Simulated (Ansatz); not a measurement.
Program: Ansatz. Geometries: PBE0-D4/def2-TZVP. ΔE: electronic, gas phase. CBS: MP2 limit from def2 TZ/QZ plus the TZ coupled-cluster correction, frozen cores. Functionals use def2-TZVPP. B3LYP here is the variant with VWN-RPA as its local correlation; programs differ in this. HSE06 is defined as in plane-wave codes. Each species was taken in one conformer, which may not be the lowest.

`[OH][Al]([SH])[O][SiH3]` + CH₃NH₂ → `C[NH][Al]([OH])[SH]` + silanol  (ligand exchange at the Al–O bond)

`[OH][Al]([SH])[O][SiH3]`:

```xyz
10

O     2.036   -0.358   -1.456
Al    1.008    0.569   -0.495
S     1.407    2.672   -0.127
O    -0.340   -0.150    0.184
Si   -1.530   -1.147    0.667
H     2.825   -0.023   -1.878
H     0.309    2.801    0.638
H    -1.022   -2.084    1.704
H    -2.050   -1.932   -0.483
H    -2.642   -0.348    1.245
```

CH₃NH₂:

```xyz
7

C     0.499   -0.036   -0.270
N    -0.636    0.311    0.568
H     0.349   -0.902   -0.931
H     1.365   -0.245    0.362
H     0.761    0.820   -0.897
H    -0.889   -0.466    1.166
H    -1.448    0.518    0.002
```

`C[NH][Al]([OH])[SH]`:

Z-matrix (Å, degrees):
```
C
N 1 1.447
H 1 1.096 2 112.4
H 1 1.096 2 112.4 3 121.8
H 1 1.093 2 110.2 3 -119.1
Al 2 1.757 1 128.0 3 119.3
H 2 1.008 1 112.5 3 -60.7
S 6 2.189 2 118.0 1 0.1
O 6 1.692 2 118.2 1 -180.0
H 8 1.344 6 93.3 2 -179.9
H 9 0.954 6 125.6 2 -179.8
```

`O[SiH3]`:

```xyz
6

O     0.824    0.962   -0.198
Si   -0.297   -0.242   -0.098
H     1.406    1.095    0.550
H     0.343   -1.575    0.085
H    -1.041   -0.213   -1.377
H    -1.235   -0.027    1.038
```

```csv
level,ΔE (kcal/mol),difference from CCSD(T)/CBS
PBE-D4,15.7,-1.8
revPBE-D4,15.5,-2.0
BLYP-D4,17.0,-0.5
r2SCAN-D4,17.5,0.0
B97M-V,18.3,0.8
PBE0-D4,16.8,-0.7
B3LYP-D4,17.8,0.3
r2SCAN0-D4,17.9,0.4
HSE06-D4,16.7,-0.8
BHLYP-D4,19.2,1.7
CAM-B3LYP-D4,18.1,0.6
ωB97X-V,17.5,0.0
ωB97M-V,17.3,-0.2
PBE-QIDH,17.6,0.1
PBE,16.0,-1.5
revPBE,16.5,-1.0
r2SCAN,17.5,0.0
PBE0,17.0,-0.5
B3LYP,18.2,0.7
r2SCANh,17.7,0.2
r2SCAN0,18.0,0.5
HSE06,16.9,-0.6
BHLYP,19.3,1.8
CAM-B3LYP,18.3,0.8
LC-ωPBE,17.3,-0.2
RPA@PBE/def2-TZVPP,17.6,0.1
HF/def2-SVP,22.1,4.6
MP2/def2-SVP,19.0,1.5
CCSD/def2-SVP,19.6,2.1
CCSD(T)/def2-SVP,19.1,1.6
HF/def2-TZVPP,21.2,3.7
MP2/def2-TZVPP,17.4,-0.1
SCS-MP2/def2-TZVPP,18.1,0.6
CCSD/def2-TZVPP,18.3,0.8
CCSD(T)/def2-TZVPP,17.7,0.2
HF/def2-QZVPP,21.5,4.0
MP2/def2-QZVPP,17.4,-0.1
SCS-MP2/def2-QZVPP,18.1,0.6
MP2/CBS(def2),17.2,-0.3
CCSD/CBS(def2),18.1,0.6
CCSD(T)/CBS,17.5,0
```

Largest T1 diagnostic among the species: 0.012.

From BLYP to BHLYP (50 % exact exchange), in def2-TZVPP and without D4, ΔE moves by +1.7 kcal/mol. Leaving LDA and LC-ωPBE aside and taking each functional with its dispersion term where it has one, the values spread over 3.7 kcal/mol, from revPBE-D4 to BHLYP-D4. LDA lies −1.3 kcal/mol from PBE without D4. At CCSD(T), def2-SVP lies +1.6 kcal/mol from the extrapolated value and def2-TZVPP +0.2 kcal/mol.
